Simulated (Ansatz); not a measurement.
```yaml
crystal:
  periodic: [false, false, false]
  atoms:
    - {symbol: I, position_ang: [-1.158637, -0.016524, 2.231728]}
    - {symbol: Ti, position_ang: [0.009984, -0.014740, -0.008280]}
    - {symbol: I, position_ang: [2.164590, -1.322786, 0.164926]}
    - {symbol: I, position_ang: [-1.487183, -1.083531, -1.740184]}
    - {symbol: I, position_ang: [0.521145, 2.363882, -0.689591]}
basis:
  gaussian: {orbitals: def2-TZVPD}
total_charge: -1
magnetization: {spin_polarized: true, initial_magnetization: 1}
hamiltonian: {xc: {name: HF}, dispersion: d4}
```

```sh
$ ansatz run in.yaml --threads 2 --pin off --events-out ev --progress --plain --max-ram 32768MiB --backend cuda --devices 0, --max-vram 18GiB
```

It prints (some lines left out):

```
Functional definition: HF
2738 factors; their error is unknown
mean field evaluation 1: about -55366.3693 eV, gradient 4.1e1 eV
mean field evaluation 2: about -55170.8243 eV, gradient 2.8e2 eV
mean field evaluation 4: about -55379.8052 eV, gradient 2.2e1 eV
mean field evaluation 8: about -55382.1657 eV, gradient 1.6e-1 eV
mean field evaluation 16: about -55386.2757 eV, gradient 6.0e-4 eV
mean field evaluation 32: about -55386.2757 eV, gradient 1.1e-5 eV
mean field -55386.27572759 eV, -2035.4080908230 hartree, gradient 9.9e-6 eV, S^2 0.756994; 2 other end points of the search recorded, 0 dependent functions left out
reference -55386.27572759 eV, -2035.4080908230 hartree; 62, 61 occupied and 222, 223 virtual orbitals, 2738 factors
Total energy: -55387.25147334 eV, -2035.4439488177 hartree
```

Run time 23 s (2 threads of an AMD EPYC 7R13 on a shared host and a share of an NVIDIA H100 80 GB); peak host memory 1 GiB.
